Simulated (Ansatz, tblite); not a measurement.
Cost and result up the ladder for diphenyl sulfone (C12H10O2S) (25 atoms). The state is a singlet with charge 0. Geometry: r2SCAN-D4/def2-SVP.

```xyz
25

O     2.450   -1.059   -0.800
S     1.174   -0.468   -1.228
O     0.842   -0.255   -2.644
C    -0.141   -1.468   -0.517
C    -1.389   -1.493   -1.146
C    -2.403   -2.278   -0.593
C    -2.160   -3.027    0.564
C    -0.899   -3.004    1.170
C     0.125   -2.224    0.628
C     1.016    1.119   -0.398
C     1.748    1.349    0.769
C     1.627    2.588    1.405
C     0.792    3.573    0.867
C     0.079    3.331   -0.312
C     0.191    2.098   -0.958
H    -1.543   -0.918   -2.062
H    -3.386   -2.313   -1.072
H    -2.957   -3.642    0.991
H    -0.709   -3.604    2.064
H     1.127   -2.208    1.066
H     2.413    0.570    1.152
H     2.195    2.788    2.318
H     0.702    4.542    1.367
H    -0.560    4.111   -0.737
H    -0.334    1.892   -1.895
```

Ansatz on 4 threads of Arm Neoverse V1 on a shared host; xTB runs through tblite on one thread. Times are rough, summed over both states, and most runs start from the orbitals of an earlier one. PBE0-D4/def2-SVP serves as the yardstick here, not as an exact answer. The other state is a doublet.

The xTB rows come from tblite.

Raw xTB energies of ions are shifted by several eV.

| level | functions | wall time | vertical IE (eV) | difference from PBE0-D4/def2-SVP (eV) |
| --- | --- | --- | --- | --- |
| GFN2-xTB | 75 | 0.039 s | 13.26 | 4.16 |
| GFN1-xTB | 85 | 0.066 s | 14.61 | 5.51 |
| PBE-D4/def2-SVP | 264 | 22 s | 8.63 | -0.47 |
| PBE0-D4/def2-SVP | 264 | 52 s | 9.10 | 0.00 |
